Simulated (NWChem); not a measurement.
System: MgHF; SMILES [F][MgH]

NWChem printed, in part:

```
             Northwest Computational Chemistry Package (NWChem) 7.3.0
             --------------------------------------------------------

                             Geometry "geometry" -> ""
                             -------------------------

 Output coordinates in angstroms (scale by  1.889725989 to convert to a.u.)

  No.       Tag          Charge          X              Y              Z
 ---- ---------------- ---------- -------------- -------------- --------------
    1 Mg                  12.0000    -0.00091200    -0.59243400     0.00000000
    2 H                    1.0000    -0.00545100    -2.28024600     0.00000000
    3 F                    9.0000     0.00081200     1.16866500     0.00000000

 Effective nuclear repulsion energy (a.u.)      37.5951856736

                                 NWChem DFT Module
                                 -----------------

 Summary of "ao basis" -> "ao basis" (spherical)
 ------------------------------------------------------------------------------
       Tag                 Description            Shells   Functions and Types
 ---------------- ------------------------------  ------  ---------------------
 Mg                       aug-cc-pvdz               11       27   5s4p2d
 H                        aug-cc-pvdz                5        9   3s2p
 F                        aug-cc-pvdz                9       23   4s3p2d

            General Information
            -------------------
          SCF calculation type: DFT
          Wavefunction type:  closed shell.
          No. of atoms     :     3
          No. of electrons :    22
           Alpha electrons :    11
            Beta electrons :    11
          Charge           :     0
          Spin multiplicity:     1
          Use of symmetry is: off; symmetry adaption is: off
          Maximum number of iterations: 150
          AO basis - number of functions:    59
                     number of shells:    25
          Convergence on energy requested:  1.00D-06
          Convergence on density requested:  1.00D-05
          Convergence on gradient requested:  5.00D-04

              XC Information
              --------------
                       M06-2X Method XC Functional
                     Hartree-Fock (Exact) Exchange  0.540
                        M06-2X Exchange Functional  1.000
                      M06-2X Correlation Potential  1.000

             Grid Information
             ----------------
          Grid used for XC integration:  medium
          Radial quadrature: Mura-Knowles
          Angular quadrature: Lebedev.
          Tag              B.-S. Rad. Rad. Pts. Rad. Cut. Ang. Pts.
          ---              ---------- --------- --------- ---------
          Mg                  1.50       88          17.0       590
          H                   0.35       45          15.0       434
          F                   0.50       49          13.0       434
          Grid pruning is: on
          Number of quadrature shells:   182
          Spatial weights used:  Erf1

      Superposition of Atomic Density Guess
      -------------------------------------

 Sum of atomic energies:        -299.49625885

      Non-variational initial energy
      ------------------------------

 Total energy =    -299.379256
 1-e energy   =    -493.640029
 2-e energy   =     156.665588
 HOMO         =      -0.401716
 LUMO         =      -0.051804

   convergence    iter        energy       DeltaE   RMS-Dens  Diis-err
 ---------------- ----- ----------------- --------- --------- ---------
 d= 0,ls=0.0,diis     1   -300.4393744016 -3.38D+02  1.71D-02  6.56D-01
 d= 0,ls=0.0,diis     2   -300.3887930407  5.06D-02  7.28D-03  1.56D+00
 d= 0,ls=0.0,diis     3   -300.5206999206 -1.32D-01  1.06D-03  1.26D-03
 d= 0,ls=0.0,diis     4   -300.5210059204 -3.06D-04  2.67D-04  5.23D-05
 d= 0,ls=0.0,diis     5   -300.5201861233  8.20D-04  1.81D-04  1.04D-04
  Resetting Diis
 d= 0,ls=0.0,diis     6   -300.5202061535 -2.00D-05  6.27D-04  6.91D-05
 d= 0,ls=0.0,diis     7   -300.5202411585 -3.50D-05  1.08D-04  2.09D-06
 d= 0,ls=0.0,diis     8   -300.5202422758 -1.12D-06  1.82D-05  1.07D-07
 d= 0,ls=0.0,diis     9   -300.5202423076 -3.19D-08  3.02D-06  4.54D-08

         Total DFT energy =     -300.520242307616
      One electron energy =     -495.323368756767
           Coulomb energy =      184.535987508915
    Exchange-Corr. energy =      -27.328046733397
 Nuclear repulsion energy =       37.595185673633

 Numeric. integr. density =       22.000004543010

                       DFT Final Molecular Orbital Analysis
                       ------------------------------------

 Vector    9  Occ=2.000000D+00  E=-4.349467D-01
              MO Center=  7.7D-04,  1.1D+00, -2.1D-08, r^2= 6.0D-01
   Bfn.  Coefficient  Atom+Function         Bfn.  Coefficient  Atom+Function
  ----- ------------  ---------------      ----- ------------  ---------------
    43      0.636131  3 F  pz                46      0.436909  3 F  pz
    49      0.099879  3 F  pz                11      0.066923  1 Mg pz
    19      0.045955  1 Mg d -1

 Vector   10  Occ=2.000000D+00  E=-4.349467D-01
              MO Center=  7.8D-04,  1.1D+00,  2.1D-08, r^2= 6.0D-01
   Bfn.  Coefficient  Atom+Function         Bfn.  Coefficient  Atom+Function
  ----- ------------  ---------------      ----- ------------  ---------------
    41      0.636131  3 F  px                44      0.436909  3 F  px
    47      0.099879  3 F  px                 9      0.066922  1 Mg px
    18      0.045955  1 Mg d -2

 Vector   11  Occ=2.000000D+00  E=-3.474985D-01
              MO Center= -4.4D-03, -1.9D+00,  8.8D-11, r^2= 1.6D+00
   Bfn.  Coefficient  Atom+Function         Bfn.  Coefficient  Atom+Function
  ----- ------------  ---------------      ----- ------------  ---------------
    28      0.411178  2 H  s                  3      0.357083  1 Mg s
    10     -0.293178  1 Mg py                 4      0.178420  1 Mg s
    42      0.112079  3 F  py                29      0.107700  2 H  s
    45      0.089717  3 F  py                13     -0.066815  1 Mg py
    35     -0.053133  2 H  py                27     -0.052540  1 Mg d  2

 Vector   12  Occ=0.000000D+00  E=-2.530678D-02
              MO Center=  1.6D-02, -2.0D-01,  6.0D-11, r^2= 9.9D+00
   Bfn.  Coefficient  Atom+Function         Bfn.  Coefficient  Atom+Function
  ----- ------------  ---------------      ----- ------------  ---------------
     5      0.860805  1 Mg s                 30     -0.482775  2 H  s
     4      0.343091  1 Mg s                  3      0.226649  1 Mg s
    28     -0.183358  2 H  s                 27      0.175515  1 Mg d  2
    29     -0.107531  2 H  s                 25      0.101342  1 Mg d  0
    22      0.100835  1 Mg d  2              39     -0.099455  3 F  s

 Vector   13  Occ=0.000000D+00  E=-1.081214D-02
              MO Center= -7.9D-04, -8.2D-01, -6.1D-08, r^2= 1.7D+01
   Bfn.  Coefficient  Atom+Function         Bfn.  Coefficient  Atom+Function
  ----- ------------  ---------------      ----- ------------  ---------------
    14      0.535706  1 Mg pz                17      0.527520  1 Mg pz
    11      0.227351  1 Mg pz                49     -0.124061  3 F  pz
    43     -0.084804  3 F  pz                46     -0.059693  3 F  pz
    19     -0.035564  1 Mg d -1              24     -0.028997  1 Mg d -1

 Vector   14  Occ=0.000000D+00  E=-1.081070D-02
              MO Center= -2.0D-02, -8.2D-01,  6.0D-08, r^2= 1.7D+01
   Bfn.  Coefficient  Atom+Function         Bfn.  Coefficient  Atom+Function
  ----- ------------  ---------------      ----- ------------  ---------------
    12      0.535680  1 Mg px                15      0.527523  1 Mg px
     9      0.227350  1 Mg px                47     -0.124051  3 F  px
    41     -0.084803  3 F  px                44     -0.059693  3 F  px
    18     -0.035561  1 Mg d -2              23     -0.028998  1 Mg d -2

     Multipole analysis of the density
     ---------------------------------

     L   x y z        total         alpha         beta         nuclear
     -   - - -        -----         -----         ----         -------
     0   0 0 0     -0.000000    -11.000000    -11.000000     22.000000

     1   1 0 0      0.002200      0.009686      0.009686     -0.017172
     1   0 1 0     -0.614028     -1.373321     -1.373321      2.132614
     1   0 0 1     -0.000000     -0.000000     -0.000000      0.000000

     2   2 0 0     -9.869093     -4.934628     -4.934628      0.000163
     2   1 1 0     -0.018467     -0.058253     -0.058253      0.098039
     2   1 0 1     -0.000000     -0.000000     -0.000000      0.000000
     2   0 2 0    -19.552733    -48.528234    -48.528234     77.503735
     2   0 1 1      0.000000      0.000000      0.000000      0.000000
     2   0 0 2     -9.869056     -4.934528     -4.934528      0.000000

                                 NWChem DFT Module
                                 -----------------

            General Information
            -------------------
          SCF calculation type: DFT
          Wavefunction type:  spin polarized.
          No. of atoms     :     3
          No. of electrons :    21
           Alpha electrons :    11
            Beta electrons :    10
          Charge           :     1
          Spin multiplicity:     2
          Use of symmetry is: off; symmetry adaption is: off
          Maximum number of iterations: 150
          AO basis - number of functions:    59
                     number of shells:    25
          Convergence on energy requested:  1.00D-06
          Convergence on density requested:  1.00D-05
          Convergence on gradient requested:  5.00D-04

              XC Information
              --------------
                       M06-2X Method XC Functional
                     Hartree-Fock (Exact) Exchange  0.540
                        M06-2X Exchange Functional  1.000
                      M06-2X Correlation Potential  1.000

[...]
```

Level: M06-2X/aug-cc-pVDZ, vertical spin-unrestricted ions. Structure relaxed at the PBE0/def2-SVP level.

**Question.** Write an input that gives this output.

**Answer.** Several could match; the one computed here: the input that was run:
```
start job
memory heap 200 mb stack 900 mb global 1100 mb
geometry units angstroms noautosym nocenter noautoz
  Mg    -0.000912    -0.592434     0.000000
  H     -0.005451    -2.280246     0.000000
  F      0.000812     1.168665     0.000000
end
basis spherical
  * library aug-cc-pvdz
end
dft
  xc m06-2x
  iterations 150
  vectors input atomic output neutral.movecs
end
task dft energy
charge 1
dft
  odft
  mult 2
  vectors input atomic output cation.movecs
end
task dft energy
charge -1
dft
  odft
  mult 2
  vectors input atomic output anion.movecs
end
task dft energy
```
